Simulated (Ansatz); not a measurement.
`BC1[SiH2]S1` + H₂ → `C1[SiH2]S1` + BH₃ at 298.15 K and 1 bar (hydrogenolysis of a C–B bond).

Program: Ansatz. Geometries: PBE0-D4/def2-TZVP. ΔE: electronic, gas phase. CCSD(T)/CBS adds triple-zeta CCSD(T) − MP2 to the extrapolated MP2 energy (def2 sets, frozen cores). This one scheme is used for every species.

```csv
species,CCSD(T)/CBS energy (Eh),H − E (kJ/mol),S (J/(mol·K))
`BC1[SiH2]S1`,-752.69150,164.2,308.7
H₂,-1.17544,35.1,130.4
`C1[SiH2]S1`,-727.30403,130.9,277.2
BH₃,-26.55200,78.7,188.3
```

H − E and S are ideal-gas, rigid-rotor, harmonic terms from PBE0-D4/def2-TZVP, for one conformer and one mirror image of each species. The MP2-based limit puts H₂ 0.8 mEh under its directly extrapolated value; such offsets cancel only in part. 1 Eh = 2625.50 kJ/mol, R = 8.31446 J/(mol·K).

Problem. By hand: ΔE, ΔH, ΔS and ΔG.

Solution. ΔE = (-727.30403) + (-26.55200) − (-752.69150) − (-1.17544) = 0.01091 Eh = 28.6 kJ/mol. Δ(H − E) = 130.9 + 78.7 − 164.2 − 35.1 = 10.3, so ΔH = 38.9 kJ/mol. ΔS = 277.2 + 188.3 − 308.7 − 130.4 = 26.4 J/(mol·K). ΔG = 38.9 − 298.15 × (26.4)/1000 = 31.0 kJ/mol.

Problem. By hand: the equilibrium constant, and the temperature at which ΔG would vanish if ΔH and ΔS stayed fixed.

Solution. log₁₀ K = −ΔG/(RT ln 10) = -5.4. ΔG = 0 at ΔH/ΔS = 1473 K.

ΔH outweighs TΔS. A doubt of 5 kJ/mol in ΔE shifts log₁₀ K by 0.9 here. Other conformers and mirror images would add mixing entropy, several J/(mol·K) or more a flexible species. These are equilibria of isolated gas molecules and say nothing of rates. Largest T1 diagnostic: 0.013 (customary marks: 0.02 for closed shells, 0.045 for open ones).
